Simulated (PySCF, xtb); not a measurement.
C3H9FOSi, SMILES COC[Si@H](C)F.

GFN2-xTB (xtb 6.7.1) at its own geometry gives an orbital gap of 6.17 eV and a dipole moment of 2.36 D.

Coordinates come from a TPSSh-D3(BJ)/def2-SVP optimisation. The structure was generated by enumeration; whether it is a known compound was not checked. One conformer was computed; it need not be the lowest.

What does PBE/def2-TZVP run with PySCF give? (An estimate is asked for; the answer gives what the named calculation found.)

gap 6.04 eV (levels -6.08 and -0.04 eV), dipole 2.20 D.
